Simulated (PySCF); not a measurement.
# Bonding in `C=CC1=CC[P@@](C)(=S)C1`

Compound: C7H11PS.
SMILES with atom numbers: `[CH2:1]=[CH:2][C:3]1=[CH:4][CH2:5][P@@:6]([CH3:7])(=[S:8])[CH2:9]1` (hydrogens: H10, H11 on C1; H12 on C2; H13 on C4; H14, H15 on C5; H16, H17, H18 on C7; H19, H20 on C9)

Geometry (PBE0-D3(BJ)/def2-SVP, Å), atoms numbered from 1 in this order:
```
atom  x, y, z in Å
C1    -2.9148    0.3440   -1.4490
C2    -2.3182    0.4003   -0.2503
C3    -0.9749   -0.0750    0.0510
C4    -0.4358   -0.0140    1.2895
C5     0.9475   -0.5526    1.4723
P6     1.5940   -0.6899   -0.2562
C7     2.2343    0.9770   -0.6150
S8     2.8094   -2.1420   -0.6935
C9    -0.0928   -0.6864   -1.0071
H10   -2.4162   -0.0877   -2.3206
H11   -3.9281    0.7255   -1.5958
H12   -2.8645    0.8333    0.5955
H13   -0.9948    0.3997    2.1356
H14    0.9612   -1.5633    1.9160
H15    1.5966    0.0835    2.0954
H16    2.4661    1.0350   -1.6876
H17    1.5016    1.7509   -0.3411
H18    3.1667    1.1176   -0.0507
H19   -0.3682   -1.7305   -1.2305
H20   -0.0977   -0.1302   -1.9578
```

Bond orders from the PBE0/pcSseg-1 density (PySCF). The structure is a single PBE0-D3(BJ)/def2-SVP conformer in the gas phase; no vibrational or solvent corrections.

Where do the orders between heavy atoms depart from those drawn in the SMILES?

The largest departure is 0.254, at C3–C4 (drawn double, 1.746) and P6–S8 (drawn double, 1.749). Drawn single, order below 0.88: P6–C9 (0.869).

Set the Mayer orders of the bonds between heavy atoms beside their lengths.

```csv
bond,drawn as,length (Å),Mayer order
C1–C2,double,1.340,1.914
C2–C3,single,1.456,1.119
C3–C4,double,1.352,1.746
C4–C5,single,1.496,1.020
C5–P6,single,1.851,0.881
P6–C7,single,1.821,0.958
P6–S8,double,1.943,1.749
P6–C9,single,1.846,0.869
C9–C3,single,1.507,1.014
```

By pair of heavy elements: C–C: lowest C9–C3 (1.014, 1.507 Å), highest C1–C2 (1.914, 1.340 Å). C–P: lowest P6–C9 (0.869, 1.846 Å), highest P6–C7 (0.958, 1.821 Å).

And the bonds to hydrogen?

C–H: 0.92 to 0.97 (11 bonds).

Sum the orders of all bonds at each heavy atom with more than one neighbour and set the sums beside the valence in the SMILES.

C1 3.800 (drawn 4), C2 3.993 (drawn 4), C3 3.879 (drawn 4), C4 3.737 (drawn 4), C5 3.745 (drawn 4), P6 4.457 (drawn 5), C7 3.774 (drawn 4), C9 3.717 (drawn 4). Orders between atoms that aren't bonded are not in these sums.

The Mayer order sums products of elements of PS (density times overlap matrix) between the two atoms' basis functions, so it depends on the basis set.
